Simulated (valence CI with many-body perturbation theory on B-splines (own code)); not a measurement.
# Questions on Se28+

Method: relativistic CI+MBPT: four valence electrons over a frozen Dirac-Fock core [He], a basis of 11 s, 11 p, 9 d, 7 f, 5 g, 2 h, 1 i functions for each j, with the one-electron correlation potential Σ1 (screened to all orders), the two-electron term Σ2, the three-electron term Σ3, Breit, model QED; selected single and double excitations, second order for the rest (own B-spline code, finite nucleus).

No measured spectrum was set against this ion. As an estimate, large intervals hold to a few tenths of a per cent, small ones and those within an open d or f shell to about a per cent. Among the levels kept, up to 280 cm⁻¹ of a level comes from second order outside the variational space, and about a tenth of that is noise between levels of different J, which matters for small intervals.

Levels are named by their leading jj configuration (3d3/2^4 stands for four electrons in 3d with j = 3/2), which in mixed levels can hold well under half, so a name can repeat and another be missing.

Rates and lifetimes use the calculated energies. Strong lines usually hold to 10 to 20 %, long lifetimes can be off by a factor of two.

Task: What is the ground level?

Result: (2s^2 2p1/2^2) J=0, composition 80 % 2s2 2p2 3P + 19 % 2s2 2p2 1S.

Task: What is the ionisation energy?

Result: 3150.9 eV; NIST lists 3146 ± 3 eV (semi-empirical).

Task: How well does LS coupling describe the low levels?

Result: Among the lowest 20 levels the leading LS term, summed over configurations, holds 71 % on average. For single configurations the figures are 71 % in LS and 88 % in jj coupling. Terms mix most in the J = 2 level at 219.6 eV, where the leading one holds 37 %.

Task: Among levels below 2004.2 eV, which E1 lines absorb most strongly from the ground level?

Result: to (2s^2 2p1/2 3d3/2) J=1 at 0.6673 nm, f = 1.35; to (2s 2p1/2^2 3p3/2) J=1 at 0.6517 nm, f = 0.336; to (2s 2p1/2^2 2p3/2) J=1 at 7.447 nm, f = 0.108.

Task: Name the longest-lived excited levels whose lifetime is computed, and their main decay.

Result: (2s^2 2p1/2 2p3/2) J=2 at 46.3 eV lives 320 μs, mostly by M1 to (2s^2 2p1/2 2p3/2) J=1; (2s^2 2p1/2 2p3/2) J=1 at 37.0 eV lives 2.59 μs, mostly by M1 to (2s^2 2p1/2^2) J=0; (2s^2 2p3/2^2) J=2 at 90.4 eV lives 1.04 μs, mostly by M1 to (2s^2 2p1/2 2p3/2) J=1.

Task: Where does the other parity begin?

Result: At (2s 2p1/2^2 2p3/2) J=2, 123.6 eV.

Task: What are the static dipole polarisabilities of the lowest levels?

Result: (2s^2 2p1/2^2) J=0 0.00376; (2s^2 2p1/2 2p3/2) J=1 0.00424 (tensor 0.00022); (2s^2 2p1/2 2p3/2) J=2 0.00402 (tensor 0.00037) bohr³, of which the core gives 6.59e-06.
